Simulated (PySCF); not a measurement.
Dipole response of Li- (lithium, charge -1)

[He] 2s2, closed-shell 1S. Calculation: PySCF 2.14, in def2-QZVPPD (6s4p2d1f, 35 functions); no relativity, point nucleus. Coupled (time-dependent) response in atomic units; α is the mean over directions.

```json
{"method": "UHF", "mean α (bohr³)": "494.3", "C₆ (like pair)": "10680", "S(−4)": "146500"}
{"method": "wB97X-V", "mean α (bohr³)": "490.1", "C₆ (like pair)": "10580", "S(−4)": "143300"}
```

S(−4) is the Cauchy moment in α(ω) = α(0) + S(−4) ω² + …

α(iu) at UHF:

```
u (hartree)  α(iu) (bohr³)
          0          494.3
     0.0500          284.2
      0.100          125.5
      0.200          39.34
      0.300          18.58
      0.500          7.058
      0.750          3.271
       1.00          1.909
       1.50         0.9102
       2.00         0.5471
       3.00         0.2723
       5.00         0.1153
```

A single London oscillator, α(iu) = α/(1 + u²/ω²), gives C₆ = (3/4) ω α². Matching the computed C₆ needs ω = 4 × 10680 / (3 × 494.3²) = 0.0583 hartree.

For an ion, C₆ is the dispersion term alone; charge-induced terms of lower order in 1/R come first.

The outer electron is barely bound at this level, so radii and moments hang on the diffuse functions.
